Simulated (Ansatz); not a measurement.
**Relaxing a trial structure of FH4InSn**

The starting geometry of this gas-phase singlet was optimised with GFN2-xTB.

```yaml
atoms:
  - { symbol: F, position_ang: [-1.2340, -0.7726, -0.9954] }
  - { symbol: In, position_ang: [-0.5036, -0.9092, 0.8543] }
  - { symbol: Sn, position_ang: [0.6586, 1.1978, -1.0136] }
  - { symbol: H, position_ang: [1.5791, 0.3566, -2.2682] }
  - { symbol: H, position_ang: [-0.1630, 2.1256, -2.2746] }
  - { symbol: H, position_ang: [-1.5314, -0.2398, 2.0163] }
  - { symbol: H, position_ang: [0.7419, -2.0400, 0.9811] }
```

Question: Predict what becomes of its bonds when it is optimised with PBE0-D3(BJ)/def2-SVP.

Answer: A new bond forms, giving a structure with F1 bridging In2 and Sn3, given below by its coordinates. Distances that change by over a tenth: F1–In2 (1.99 → 2.24 Å). Contacts that close: F1–Sn3 (2.73 → 2.13 Å).

The energy falls by 0.67 eV over 11 steps:

| step | E − E(last) (eV) |
| --- | --- |
| 1 | 0.669 |
| 2 | 0.302 |
| 3 | 0.135 |
| 4 | 0.129 |
| 5 | 0.049 |
| 7 | 0.005 |
| 8 | 0.000 |
| 9 | 0.000 |
| 10 | 0.000 |
| 11 | 0.000 |

Final geometry (Å):

```yaml
atoms:
  - { symbol: F, position_ang: [-0.9164, -0.6912, -1.1892] }
  - { symbol: In, position_ang: [-0.3137, -0.7583, 0.9638] }
  - { symbol: Sn, position_ang: [0.5405, 0.8666, -1.1490] }
  - { symbol: H, position_ang: [1.5768, 0.3741, -2.4466] }
  - { symbol: H, position_ang: [-0.3602, 2.1703, -1.8485] }
  - { symbol: H, position_ang: [-1.6219, -0.0718, 1.8342] }
  - { symbol: H, position_ang: [0.6425, -2.1711, 1.1350] }
```

Frequencies at the end are all real (lowest 143 cm⁻¹). Atoms past krypton carry core potentials, without spin–orbit terms. Run with Ansatz 0.2.0, 15 s on 2 threads of Intel(R) Xeon(R) 6975P-C (Granite Rapids), with other jobs on the host.
